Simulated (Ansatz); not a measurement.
Compare A (`BC(C)([SiH3])C#N`) with its isomer B (`BC1=NC([SiH3])C1`).

Gas-phase electronic energies from Ansatz, PBE0-D4/def2-TZVP geometries. CCSD(T)/CBS is the MP2 limit (def2-TZVPP, def2-QZVPP) plus CCSD(T) − MP2 in def2-TZVPP, frozen cores. DFT in def2-TZVPP.

(1) Which isomer does CCSD(T)/CBS put lower? Give the gap. (Best estimate.)

(2) Give E(B) − E(A) in kcal/mol with PBE0-D4, CCSD(T)/def2-TZVPP, B2PLYP, CCSD/def2-TZVPP, PBE-D4, HF/def2-TZVPP, r2SCAN-D4. (Estimate.)

Largest T1 diagnostic: 0.013.

Answers

(1) Computed: A, by 32.8 kcal/mol.

(2) Computed: PBE0-D4 28.4, CCSD(T)/def2-TZVPP 33.9, B2PLYP 33.8, CCSD/def2-TZVPP 34.3, PBE-D4 27.9, HF/def2-TZVPP 36.0, r2SCAN-D4 31.2. None reverses the order clearly.

The D4 term adds +0.8 kcal/mol with B3LYP and +0.4 kcal/mol with PBE0; it sums over pairs of atoms, weighted by their polarisabilities, and B3LYP, whose exchange is more repulsive, gets the larger term.

B3LYP here is the variant with VWN-RPA as its local correlation; programs differ in this.
